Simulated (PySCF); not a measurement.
C₂H₈BeN₂, SMILES C[N](C)[Be][NH2]. Geometry optimised at PBE-D3(BJ)/def2-SVP. Other conformers were not sampled.

Level of theory: PBE-D3(BJ)/def2-SVP in PySCF 2.14.0.

Harmonic wavenumbers (cm⁻¹): 118, 152, 245, 257, 309, 343, 346, 410, 458, 594, 664, 981, 1052, 1070, 1128, 1198, 1199, 1379, 1395, 1401, 1403, 1422, 1428, 1477, 1544, 2877, 2884, 2921, 2932, 3033, 3034, 3508, 3584. Rotational constants (GHz): 9.158, 2.759, 2.206; symmetry number 2.

Question: Work out the zero-point energy and the ideal-gas rigid-rotor harmonic-oscillator thermochemistry at 298.15 K and 1 atm.

Answer: ZPE = ½ Σ hcν = ½ × 46747 cm⁻¹ = 279.61 kJ/mol. H − E(el) = 301.36 kJ/mol. Entropy in J/(mol K): translation 161.57, rotation 103.68, vibration 66.90, total 332.16. G − E(el) = 202.32 kJ/mol. Cp = 114.38 J/(mol K). Modes under 150 cm⁻¹ make the vibrational entropy uncertain.
